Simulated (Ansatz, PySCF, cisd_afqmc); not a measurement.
System: Si2H4, charge 0, singlet. Si2H4 (SMILES [SiH][SiH3]).
B3LYP-D3(BJ)/def2-TZVP minimum from Ansatz (a program for electronic structure):
```
Si
H 1 1.4846
H 1 1.4893 2 107.80
H 1 1.4893 2 107.80 3 116.32
Si 1 2.3971 2 114.30 3 -121.84
H 5 1.5236 1 88.28 2 -180.00
```
Charge 0, spin multiplicity 1.

Atomisation energy term by term, kcal/mol (programs: Ansatz, cisd_afqmc). UHF or UKS for unpaired electrons; spin-orbit terms are left out. Cores are frozen in correlated methods. Rows without X2C or -DK are non-relativistic. The Monte Carlo rows (phaseless AFQMC, CISD trial, step 0.005/hartree) carry one-sigma bars that omit the constraint's bias. Outlying blocks are dropped, and bars are widened where a walk drifts. Over all cases where full CI ran beside it in this data, AFQMC minus full CI had a median of +0.1 mEh and passed +0.4 mEh in a tenth of the cases. CBS(X,Y): correlation extrapolated as X^-3, Hartree-Fock from the larger set (Q,5: extrapolated as (X+1)exp(-9√X)). A bracket is a step between two methods taken in the basis named. 'core' is core correlation in cc-pwCVTZ (1s frozen past Ne), 'X2C' scalar relativity in cc-pVTZ-DK, both at CCSD(T). Where a partner has so few electrons that a lower coupled-cluster level is exact, that level stands in. The restricted determinant of H4Si2 ([SiH][SiH3], singlet) is unstable towards broken spin symmetry in at least one set run.

```
term                                                                   basis  kcal/mol
-----------------------  ---------------------------------------------------  --------
Hartree-Fock                                    CBS(cc-pV(Q+d)Z,cc-pV(5+d)Z)    272.99
CCSD correlation                                CBS(cc-pV(Q+d)Z,cc-pV(5+d)Z)     89.93
(T)                                             CBS(cc-pV(Q+d)Z,cc-pV(5+d)Z)      3.41
CCSDT(Q) - CCSD(T)                                               cc-pV(T+d)Z      0.24
core correlation                                                   cc-pwCVTZ     -0.14
scalar relativity                                            X2C, cc-pVTZ-DK     -0.83
minus zero-point energy  harmonic, PySCF's Hessian at B3LYP-D3(BJ)/def2-TZVP    -18.96
sum: D0                                                                          346.6
```

The step beyond CCSD(T) by other levels: AFQMC/CISD in cc-pV(D+d)Z 0.32 ± 0.23; CCSDT(Q) in cc-pV(D+d)Z 0.42 kcal/mol.
